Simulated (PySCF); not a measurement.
Cl2, charge +1, doublet, geometry from GFN2-xTB (a state made from the parent by changing its charge; the spin is typed, not shown lowest); PBE0/def2-SV(P) (PySCF).

Input for PySCF:
```python
from pyscf import gto, scf, dft

mol = gto.M(
    atom='''
Cl   -0.000000   -0.000000   -0.980432
Cl    0.000000    0.000000    0.980432
''',
    basis='def2-sv(p)',
    charge=1,
    spin=1,
    verbose=3,
)

mf = dft.UKS(mol)
mf.xc = 'pbe0'
mf.grids.prune = None
mf.kernel()
mf.analyze()
```

What does PySCF print? Leave out banner, timings and long lists.


```
converged SCF energy = -919.339036272548  <S^2> = 0.75230398  2S+1 = 2.0023027
**** MO energy ****
                             alpha | beta                alpha | beta
MO #1   energy= -102.095877201557  | -102.091761654663  occ= 1 | 1
MO #2   energy= -102.095820496225  | -102.09170556646   occ= 1 | 1
MO #3   energy= -9.94342680134334  | -9.93952814943427  occ= 1 | 1
MO #4   energy= -9.9434127196751   | -9.93952633638292  occ= 1 | 1
MO #5   energy= -7.68562950977488  | -7.68344777896763  occ= 1 | 1
MO #6   energy= -7.68550732974761  | -7.68331957969753  occ= 1 | 1
MO #7   energy= -7.68296451410025  | -7.6691414614964   occ= 1 | 1
MO #8   energy= -7.68296227737887  | -7.66914030957569  occ= 1 | 1
MO #9   energy= -7.66860923104857  | -7.66633577381779  occ= 1 | 1
MO #10  energy= -7.6686077850105   | -7.66633490878163  occ= 1 | 1
MO #11  energy= -1.3139159701415   | -1.29272639323954  occ= 1 | 1
MO #12  energy= -1.124724883571    | -1.09049005893138  occ= 1 | 1
MO #13  energy= -0.813881355397179 | -0.800764018088101 occ= 1 | 1
MO #14  energy= -0.773306581335876 | -0.73322405817128  occ= 1 | 1
MO #15  energy= -0.741388831494817 | -0.708899044153664 occ= 1 | 1
MO #16  energy= -0.665502708376833 | -0.62054134123786  occ= 1 | 1
MO #17  energy= -0.630552035082274 | -0.531588989061407 occ= 1 | 0
MO #18  energy= -0.420118607115326 | -0.408109789648357 occ= 0 | 0
MO #19  energy= 0.107685249025584  | 0.11534059332356   occ= 0 | 0
MO #20  energy= 0.228052830717115  | 0.257178695556754  occ= 0 | 0
MO #21  energy= 0.242830737971257  | 0.258393404150747  occ= 0 | 0
MO #22  energy= 0.24510017234283   | 0.260436823892667  occ= 0 | 0
MO #23  energy= 0.254639490298558  | 0.263083639167213  occ= 0 | 0
MO #24  energy= 0.378669450193728  | 0.410839446974258  occ= 0 | 0
MO #25  energy= 0.380609541055621  | 0.41262807289136   occ= 0 | 0

To work with the spin densities directly, `use mulliken_meta_spin()` only printing them here.

 ** Mulliken spin pop alpha/beta on meta-lowdin orthogonal AOs **
 ** Mulliken Spin Density (per atom)  **
spin density of  0 Cl =      0.50000
spin density of  1 Cl =      0.50000
 ** Mulliken pop alpha/beta on meta-lowdin orthogonal AOs **
 ** Mulliken atomic charges   ( Nelec_alpha | Nelec_beta ) **
charge of  0Cl =      0.50000  (     8.50000      8.00000 )
charge of  1Cl =      0.50000  (     8.50000      8.00000 )

WARN: System has nonzero charge 1; the dipole moment is origin-dependent.
Location of origin: [0. 0. 0.]

Dipole moment(X, Y, Z, Debye):  0.00000,  0.00000, -0.00000
```
